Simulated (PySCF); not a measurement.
**CH4Al, SMILES `[AlH][CH3]` (charge 0, multiplicity 2)**

The numbers are results of PBE0-D4/def2-TZVP (PySCF), not measurements.

```json
{
  "highest_occupied_spin_orbital": "-5.27 eV",
  "dipole_moment": "0.69 D",
  "total_energy": "-282.7430 Ha",
  "cost": "very roughly 40 core-seconds"
}
```

```xyz
6

C     -0.6329    -0.0327    -0.0519
Al     1.2283    -0.6116    -0.3041
H     -0.7606     0.9709    -0.4742
H     -1.3750    -0.6933    -0.5024
H     -0.8450     0.0430     1.0212
H      2.3852     0.3236     0.3114
```
Charge 0, spin multiplicity 2.
